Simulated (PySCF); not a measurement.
H₄FInO, singlet, PBE0/def2-SVP optimised geometry.

```
7

In    -1.02    -1.33     0.00
H     -1.61    -1.57    -1.59
H     -1.58    -1.51     1.61
F      1.02    -1.33     0.00
O     -0.15     0.85     0.00
H      0.69     0.32     0.00
H     -0.16     1.33     0.84
```

Density from PBE0/def2-TZVP, def2 effective core potentials past Kr (PySCF 2.14.0) at that geometry. The core electrons that the potentials of In replace are not part of the density.

Minimum of the electron density along straight lines between bonded atoms, close to the bond critical point (lines longer than 1.1 times the sum of covalent radii, or with two minima, are not listed):

```csv
bond,length / Å,ρ at the minimum / e bohr⁻³,∇²ρ there / e bohr⁻⁵,position (fraction from the first atom)
In1–H2,1.711,0.109,0.10,0.64
In1–H3,1.718,0.107,0.10,0.64
In1–F4,2.044,0.090,0.45,0.52
O5–H6,0.995,0.321,-2.16,0.82
O5–H7,0.965,0.357,-2.44,0.81
```
